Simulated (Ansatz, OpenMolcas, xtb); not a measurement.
# How methods differ on CH7BSi2 (SMILES CB1[SiH2][SiH2]1)

The species is CH7BSi2 (11 atoms), meant as a singlet with charge 0. SMILES: `CB1[SiH2][SiH2]1`. The coordinates come from a PBE0-D4/def2-TZVP relaxation.

Quantity: the HOMO–LUMO gap, in eV. The values are calculated.

```json
{"level": "GFN0-xTB", "kind": "semi-empirical", "program": "xtb", "value (eV)": "1.27", "CPU time": "under 2 s"}
{"level": "HF/6-31G* (RICD fitting, Cartesian functions)", "kind": "Hartree–Fock", "program": "OpenMolcas", "value (eV)": "10.00", "CPU time": "3.8 s"}
{"level": "SVWN5/6-31G* (spherical functions)", "kind": "LDA", "program": "OpenMolcas", "value (eV)": "3.34", "CPU time": "49 s"}
{"level": "PBE/6-31G* (spherical functions)", "kind": "GGA", "program": "Ansatz", "value (eV)": "3.38", "CPU time": "7.5 s"}
{"level": "TPSS/6-31G* (spherical functions)", "kind": "meta-GGA", "program": "OpenMolcas", "value (eV)": "3.54", "CPU time": "81 s"}
{"level": "B3LYP/6-31G* (Cartesian functions)", "kind": "global hybrid", "program": "OpenMolcas", "value (eV)": "4.75", "CPU time": "61 s"}
{"level": "HSE06/6-31G* (spherical functions)", "kind": "range-separated hybrid", "program": "Ansatz", "value (eV)": "4.31", "CPU time": "9.7 s"}
{"level": "B2PLYP/6-31G* (spherical functions)", "kind": "double hybrid", "program": "OpenMolcas", "value (eV)": "7.00", "CPU time": "31 s"}
```

The values span 1.27 to 10.00 eV. Orbital gaps aren't excitation energies, and those of double hybrids come from the SCF part alone; they tend to grow with the share of exact exchange. CPU times are rough (shared hosts, several kinds of processor and program).
